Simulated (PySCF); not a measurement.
An EPR property job and its printed output. Input:

```
{"job": {"kind": "epr", "basis": "pcH-1"}, "charge": 0, "multiplicity": 2}
C      2.514137     1.070696    -0.139440
C      1.771800     0.184721    -0.711547
C      0.770092    -0.724553    -0.016945
C     -0.655168    -0.467466    -0.530551
N     -1.537157    -1.505807    -0.002642
C     -1.088079     0.878703    -0.168376
C     -1.525516     1.930568     0.199969
H      2.701107     1.451128     0.837201
H      1.816100     0.032358    -1.784790
H      0.806671    -0.562815     1.061758
H      1.025015    -1.765301    -0.226959
H     -0.667285    -0.559020    -1.625547
H     -2.479937    -1.383424    -0.356756
H     -1.576901    -1.446137     1.010240
H     -1.879291     2.874340     0.492052
```

Theory: UKS B3LYP, pcH-1 on C H N, non-relativistic, mean-field spin-orbit, GIAO (PySCF 2.14.0). Geometry: GFN2-xTB, one conformer, isolated molecule. Couplings are sensitive to structure, and on GFN2-xTB geometries they can be far from those on DFT ones.

Output of the driver script. The program numbers atoms from 0.

```
UKS, coarse grid
  cycle   1  E = -287.97615095  |g| = 3.73e-01
  cycle   2  E = -287.97340170  |g| = 3.98e-01
  cycle   3  E = -288.04484278  |g| = 6.08e-02
  cycle   4  E = -288.04594583  |g| = 3.52e-02
  cycle   5  E = -288.04652455  |g| = 1.30e-02
  cycle   6  E = -288.04660454  |g| = 6.39e-03
  cycle   7  E = -288.04663426  |g| = 2.93e-03
  cycle   8  E = -288.04664280  |g| = 1.80e-03
  cycle   9  E = -288.04664827  |g| = 6.95e-04
UKS, final grid
  cycle   1  E = -288.04662848  |g| = 8.36e-04
  cycle   2  E = -288.04662818  |g| = 1.34e-03
  cycle   3  E = -288.04662904  |g| = 2.27e-04
  cycle   4  E = -288.04662910  |g| = 1.73e-04
  cycle   5  E = -288.04662916  |g| = 1.30e-04
  cycle   6  E = -288.04662917  |g| = 2.67e-05
  cycle   7  E = -288.04662917  |g| = 6.02e-06
E = -288.04662917 Eh   <S^2> = 0.7589 (exact 0.7500)
g shifts (ppm)      1          2          3
  rmc          -148       -148       -148
  gc             34          7        -39
  oz_so        -492         24        536
  total        -606       -118        349
hyperfine (MHz)  atom isotope    a_iso     a_fc   dipolar eigenvalues
    0   13C     312.66     312.66    -82.30    -60.34    142.65
    1   13C     -15.69     -15.69    -19.65      2.46     17.19
    2   13C      80.43      80.43     -8.59     -7.84     16.43
    3   13C      -5.56      -5.56     -0.57     -0.22      0.79
    4   14N       2.91       2.91     -0.15     -0.13      0.28
    5   13C       0.09       0.09     -0.36     -0.30      0.66
    6   13C      -0.09      -0.09     -0.27     -0.23      0.50
    7    1H      38.78      38.78    -32.72     -7.01     39.72
    8    1H     111.15     111.15     -6.51     -5.49     12.01
    9    1H      -5.30      -5.30     -6.27     -1.45      7.71
   10    1H      -5.04      -5.04     -4.18     -1.58      5.76
   11    1H       0.02       0.02     -1.36     -0.92      2.28
   12    1H       3.43       3.43     -0.53     -0.45      0.98
   13    1H      -0.14      -0.14     -0.87     -0.53      1.40
   14    1H       0.02       0.02     -0.64     -0.61      1.25
```

|g| in the SCF lines is the orbital gradient. In the g block, columns 1 to 3 are the principal axes in rising order; rmc is the relativistic mass correction, gc the gauge correction and oz_so the orbital-Zeeman/spin–orbit term. a_fc is the Fermi-contact part of a_iso, here all of it, since this run has no spin–orbit term in the hyperfine coupling.

Q: What does the output say about convergence, stability and spin contamination?

A: The SCF converged after 16 cycles in all, 9 of them on the coarse grid; no stability test was run. ⟨S²⟩ = 0.7589 against the exact 0.7500, so spin contamination is small.

Q: What are the principal g values and g_iso?

A: Adding the total shifts to 2.002319 gives 2.00171, 2.00220, 2.00267; their mean shift is -125 ppm, so g_iso = 2.00219.

Q: Which couplings shape the isotropic spectrum at natural abundance (0.05 mT or more)? Keep the log's numbering.

A: atom 8 (1H, I = 1/2): 111.2 MHz = 3.97 mT in magnitude, a 1:1 doublet; atom 7 (1H, I = 1/2): 38.8 MHz = 1.38 mT in magnitude, a 1:1 doublet; atom 9 (1H, I = 1/2): -5.3 MHz = 0.19 mT in magnitude, a 1:1 doublet; atom 10 (1H, I = 1/2): -5.0 MHz = 0.18 mT in magnitude, a 1:1 doublet; atom 4 (14N, I = 1): 2.9 MHz = 0.10 mT in magnitude, a 1:1:1 triplet; atoms 12, 13 (1H, I = 1/2): mean 1.6 MHz = 0.06 mT in magnitude, a 1:2:1 triplet. Together 144 lines to first order. Means are taken over nuclei equivalent by connectivity, which assumes that they swap fast.

Q: What are the principal values of the full tensor of atom 7 (1H)?

A: a_iso plus each dipolar eigenvalue: 6.07, 31.78, 78.51 MHz.

The species is `[H]/[C]=C\C[C@@H](N)C#C` [radical]. The run used 255 basis functions and 6 iterations of the response equations. 

Hardware: Arm Neoverse V2, one thread, no GPU (shared host). Cost: 43 s wall (with the writing of density and orbital grids), 0.94 GiB resident at most.

Shape of the structure used: `[H]/[C:1]=[CH:2]\[CH2:3][C@@H:4]([NH2:5])[C:6]#[CH:7]`: C1–C2–C3–C4 118°, C2–C3–C4–N5 171°, H–N5–C4–C3 -178°, H–N5–C4–C3 64°.
Labels such as C1 count atoms from 1, the log's own numbers from 0.
